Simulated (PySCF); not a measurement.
# One molecule, several mistakes: BFH4NSi anion

Calculated results; nothing here was measured. The program is PySCF 2.14.0, an open-source quantum chemistry code, run on an isolated molecule that a program drew, which may never have been made. The molecule is BFH4NSi anion (charge -1, singlet), drawn as the SMILES string `NB[SiH-]F`.

Each row is a Hartree-Fock (HF) and frozen-core CCSD(T) single point in the aug-cc-pV(D+d)Z basis, meant for a local HF minimum. Run 1 is clean. Each other run has one planted mistake out of seven kinds, and not every kind appears here: one electron removed, one electron added, multiplicity raised by two, geometry at a saddle point, minimal basis STO-3G, one bond length entered in bohr, all coordinates scaled. The reference is restricted for singlets and unrestricted otherwise, and also for a bond in bohr. Adding or removing an electron swaps singlet and doublet. Electrons count all cores. HOMO and LUMO are orbital energies over both spins, the gradient is its largest component, and the lowest frequency (negative if imaginary) is given only where the gradient is small. Bond lengths are over the 7 bonds as drawn. T1 is the CCSD diagnostic: over 0.02 (restricted) or 0.045 (unrestricted) a single reference is doubtful.

Geometry of the clean run:
```xyz
8
BFH4NSi anion, angstrom
N     0.9667   -1.2322    0.4044
B     0.1410   -0.2397   -0.1906
Si   -0.7349    1.2790    0.8852
F    -1.8817    1.8830   -0.2224
H     1.1097   -1.2875    1.3895
H     1.4782   -1.9121   -0.1132
H     0.1078   -0.3112   -1.4091
H    -1.6730    0.4147    1.7461
```

```
run  electrons  basis functions  <S^2>  HOMO (eV)  LUMO (eV)  gradient (hartree/bohr)  lowest frequency (cm^-1)  mean bond (Å)  longest bond (Å)      T1  HF (hartree)  CCSD(T) (hartree)                     mistake
  1         40              137  0.000      -1.67       3.44                  2.6e-05                        55         1.4194             2.057  0.0173    -469.92115         -470.56924                    no fault
  2         40               28  0.000       3.38      15.41                  3.3e-02                         -         1.4194             2.057  0.0181    -463.90873         -464.07827        minimal basis STO-3G
  3         40              137  0.000      -0.58       3.65                  5.1e-05                      -502         1.3864             1.913  0.0166    -469.89282         -470.54802  geometry at a saddle point
  4         39              137  0.763      -9.94       0.17                  5.3e-02                         -         1.4194             2.057  0.0185    -469.90134         -470.51531                           ?
```

**Which mistake was planted in run 4, and what did it cost?**

It counts 39 electrons, one fewer than the clean run, at the same geometry and basis. So the mistake is: one electron removed. Subtracting run 1 and multiplying by 627.51 kcal/mol a hartree, the energy moved by 12.4 kcal/mol in HF and 33.8 kcal/mol in CCSD(T).

Cautions from the logs. Run 2: the HOMO is above zero, so the electron isn't bound and the energy depends on the basis.
